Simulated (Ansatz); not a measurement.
**Molecular dynamics of BrF2H3Si**

The input (input.yaml):

```yaml
crystal:
  periodic: [false, false, false]
  atoms:
    - { symbol: Si, position_ang: [-0.245024, -0.033792, -0.056536] }
    - { symbol: H, position_ang: [0.174947, 0.029094, 1.549767] }
    - { symbol: F, position_ang: [1.338677, -0.050266, -0.300159] }
    - { symbol: H, position_ang: [-0.708635, 1.130199, -0.768356] }
    - { symbol: F, position_ang: [-0.665178, -1.508314, -0.425642] }
    - { symbol: Br, position_ang: [-2.538611, 0.232851, 1.342627] }
    - { symbol: H, position_ang: [-0.707275, 0.094227, 1.665699] }
basis:
  gaussian: { orbitals: def2-SVP }
hamiltonian:
  xc: hf
md:
  timestep: 0.5
  n_steps: 200
  ensemble: nve
  temperature: 300.0
  initial_velocities: maxwell_boltzmann
  seed: 3110
```

Run as:

```bash
$ ansatz run input.yaml --threads 1 --pin off --max-ram 2048MiB --backend cpu --events-out ev --progress --plain --runs-dir out
```

It starts at the highest image of a converged band. Of that band: Neighbouring images differ by up to 2.1 eV, so the band resolves the path poorly. A vibrational analysis at the climbing image gives one clearly imaginary mode, 975i cm⁻¹: a first-order saddle point.

Output, in part (one step line in 7, the closing report, with atoms numbered from 0):

```
md step     0: t =     0.00 fs  T =   300.0 K  F+E_penalty+E_count = -83305.94542208 eV  E_kin = 0.193890 eV  conserved = -83305.75153208 eV  (33 SCF iters)
md step     7: t =     3.50 fs  T =   201.7 K  F+E_penalty+E_count = -83305.88104807 eV  E_kin = 0.130334 eV  conserved = -83305.75071391 eV  (35 SCF iters)
md step    14: t =     7.00 fs  T =   444.8 K  F+E_penalty+E_count = -83306.03780070 eV  E_kin = 0.287467 eV  conserved = -83305.75033405 eV  (34 SCF iters)
md step    21: t =    10.50 fs  T =  1059.7 K  F+E_penalty+E_count = -83306.44117481 eV  E_kin = 0.684912 eV  conserved = -83305.75626268 eV  (32 SCF iters)
md step    28: t =    14.00 fs  T =  1252.5 K  F+E_penalty+E_count = -83306.56463396 eV  E_kin = 0.809503 eV  conserved = -83305.75513096 eV  (32 SCF iters)
md step    35: t =    17.50 fs  T =  1494.6 K  F+E_penalty+E_count = -83306.71752289 eV  E_kin = 0.965956 eV  conserved = -83305.75156647 eV  (34 SCF iters)
md step    42: t =    21.00 fs  T =  2055.4 K  F+E_penalty+E_count = -83307.08029166 eV  E_kin = 1.328415 eV  conserved = -83305.75187654 eV  (34 SCF iters)
md step    49: t =    24.50 fs  T =  2535.5 K  F+E_penalty+E_count = -83307.38831350 eV  E_kin = 1.638664 eV  conserved = -83305.74964948 eV  (33 SCF iters)
md step    56: t =    28.00 fs  T =  2618.1 K  F+E_penalty+E_count = -83307.44494342 eV  E_kin = 1.692091 eV  conserved = -83305.75285239 eV  (35 SCF iters)
md step    63: t =    31.50 fs  T =  2196.1 K  F+E_penalty+E_count = -83307.17020303 eV  E_kin = 1.419352 eV  conserved = -83305.75085139 eV  (34 SCF iters)
md step    70: t =    35.00 fs  T =  3005.2 K  F+E_penalty+E_count = -83307.69726464 eV  E_kin = 1.942259 eV  conserved = -83305.75500592 eV  (33 SCF iters)
md step    77: t =    38.50 fs  T =  3067.6 K  F+E_penalty+E_count = -83307.73516983 eV  E_kin = 1.982591 eV  conserved = -83305.75257838 eV  (32 SCF iters)
md step    84: t =    42.00 fs  T =  2779.1 K  F+E_penalty+E_count = -83307.54699094 eV  E_kin = 1.796107 eV  conserved = -83305.75088366 eV  (34 SCF iters)
md step    91: t =    45.50 fs  T =  2821.3 K  F+E_penalty+E_count = -83307.57470098 eV  E_kin = 1.823437 eV  conserved = -83305.75126410 eV  (35 SCF iters)
md step    98: t =    49.00 fs  T =  3097.3 K  F+E_penalty+E_count = -83307.75467228 eV  E_kin = 2.001757 eV  conserved = -83305.75291572 eV  (33 SCF iters)
md step   105: t =    52.50 fs  T =  3497.5 K  F+E_penalty+E_count = -83308.01740932 eV  E_kin = 2.260451 eV  conserved = -83305.75695804 eV  (36 SCF iters)
md step   112: t =    56.00 fs  T =  2637.0 K  F+E_penalty+E_count = -83307.45401022 eV  E_kin = 1.704265 eV  conserved = -83305.74974502 eV  (36 SCF iters)
md step   119: t =    59.50 fs  T =  3453.6 K  F+E_penalty+E_count = -83307.98600359 eV  E_kin = 2.232075 eV  conserved = -83305.75392904 eV  (36 SCF iters)
md step   126: t =    63.00 fs  T =  3149.2 K  F+E_penalty+E_count = -83307.78255491 eV  E_kin = 2.035314 eV  conserved = -83305.74724060 eV  (37 SCF iters)
md step   133: t =    66.50 fs  T =  3498.3 K  F+E_penalty+E_count = -83308.01476367 eV  E_kin = 2.260932 eV  conserved = -83305.75383185 eV  (37 SCF iters)
md step   140: t =    70.00 fs  T =  2853.6 K  F+E_penalty+E_count = -83307.59434277 eV  E_kin = 1.844283 eV  conserved = -83305.75005939 eV  (35 SCF iters)
md step   147: t =    73.50 fs  T =  3683.5 K  F+E_penalty+E_count = -83308.13667992 eV  E_kin = 2.380632 eV  conserved = -83305.75604769 eV  (33 SCF iters)
md step   154: t =    77.00 fs  T =  3550.9 K  F+E_penalty+E_count = -83308.04911179 eV  E_kin = 2.294916 eV  conserved = -83305.75419613 eV  (33 SCF iters)
md step   161: t =    80.50 fs  T =  3149.9 K  F+E_penalty+E_count = -83307.78722562 eV  E_kin = 2.035782 eV  conserved = -83305.75144353 eV  (34 SCF iters)
md step   168: t =    84.00 fs  T =  3285.9 K  F+E_penalty+E_count = -83307.87551067 eV  E_kin = 2.123665 eV  conserved = -83305.75184533 eV  (37 SCF iters)
md step   175: t =    87.50 fs  T =  3347.3 K  F+E_penalty+E_count = -83307.91367358 eV  E_kin = 2.163381 eV  conserved = -83305.75029224 eV  (34 SCF iters)
md step   182: t =    91.00 fs  T =  3559.7 K  F+E_penalty+E_count = -83308.05549122 eV  E_kin = 2.300623 eV  conserved = -83305.75486776 eV  (36 SCF iters)
md step   189: t =    94.50 fs  T =  2835.4 K  F+E_penalty+E_count = -83307.58306565 eV  E_kin = 1.832513 eV  conserved = -83305.75055236 eV  (37 SCF iters)
md step   196: t =    98.00 fs  T =  3567.8 K  F+E_penalty+E_count = -83308.06174973 eV  E_kin = 2.305896 eV  conserved = -83305.75585343 eV  (35 SCF iters)
md step   200: t =   100.00 fs  T =  3294.3 K  F+E_penalty+E_count = -83307.87950942 eV  E_kin = 2.129123 eV  conserved = -83305.75038662 eV  (34 SCF iters)
Total energy: -83307.87950942 eV, -3061.5081038622 hartree
Atom 0 at     1.019799    -0.098221    -0.244509 Å, force     1.510411     0.314612     1.053125 eV/Å
Atom 1 at     1.755539    -0.457078     1.005979 Å, force    -0.402443     0.279098    -0.347668 eV/Å
Atom 2 at     1.948382    -0.520271    -1.449987 Å, force     0.703279     0.360742    -0.732993 eV/Å
Atom 3 at     0.652039     1.338065    -0.281980 Å, force    -0.150353    -0.514887    -0.188308 eV/Å
Atom 4 at    -0.158890    -1.113139    -0.424041 Å, force    -1.617593    -0.403943     0.220690 eV/Å
Atom 5 at    -3.268876     0.278919     1.683691 Å, force    -4.468388     1.311451     0.444278 eV/Å
Atom 6 at    -2.035010    -0.073748     1.565681 Å, force     4.425088    -1.347072    -0.449123 eV/Å
Dipole moment:     0.206173     0.291200     0.232889 e Å
```

The run went to its last step. The conserved energy stayed within 0.78 meV per atom of its start (net change 0.16 meV per atom), so the integration is sound. The kinetic energy rose, since the run started high on the potential surface and went downhill. It ends in pieces (BrH + F2H2Si), so much of that is their flight and rotation, not heat. A run of 0.1 ps of so small a system gives no equilibrium averages. The orbitals stay closed-shell, which can raise the energy where a bond breaks towards radicals; this wasn't checked here.

Between its relaxed ends the band would form Si1–Br6, H2–H7 and break Si1–H2, Br6–H7. These pairs go: Si1–Br6 2.70 → 4.72 Å, H2–H7 0.89 → 3.85 Å, Si1–H2 1.66 → 1.49 Å, Br6–H7 1.86 → 1.29 Å. In the last frame they stand as before the step (other bonds may differ from the relaxed reactants and products). It ends as BrH + F2H2Si. Pairs count as bonded within 1.25 times the sum of covalent radii (0.12 Å more for H–H).

Last frame:

```xyz
7
Properties=species:S:1:pos:R:3
Si 1.020 -0.098 -0.244
H 1.756 -0.457 1.006
F 1.948 -0.520 -1.450
H 0.652 1.338 -0.282
F -0.159 -1.113 -0.424
Br -3.269 0.279 1.684
H -2.035 -0.074 1.566
```

The run took 6 min on 1 thread of Intel(R) Xeon(R) Platinum 8488C (Sapphire Rapids) (shared host), peak memory 0.2 GiB.
